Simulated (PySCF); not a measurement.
Level of theory: PBE-D3(BJ)/def2-TZVP (PySCF). Gas-phase values, no solvent. 

Reference species (SMILES): `[Cl][GaH][Cl]` (neutral, multiplicity 1).

```
Quantity         Result
-------------  --------
HOMO           -7.73 eV
HOMO–LUMO gap   5.19 eV
dipole moment    1.65 D
```

Changed species: `[GaH2][Cl]` (2 of 3 Cl replaced by H; the reference has 1 of 3 Cl replaced by H).

Q: Give the shifts of the HOMO, HOMO–LUMO gap and dipole moment.

A: the HOMO rises by 0.61 eV, to -7.12 eV; the HOMO–LUMO gap decreases by 0.71 eV, to 4.48 eV; the dipole moment goes up by 0.23 D, to 1.88 D.
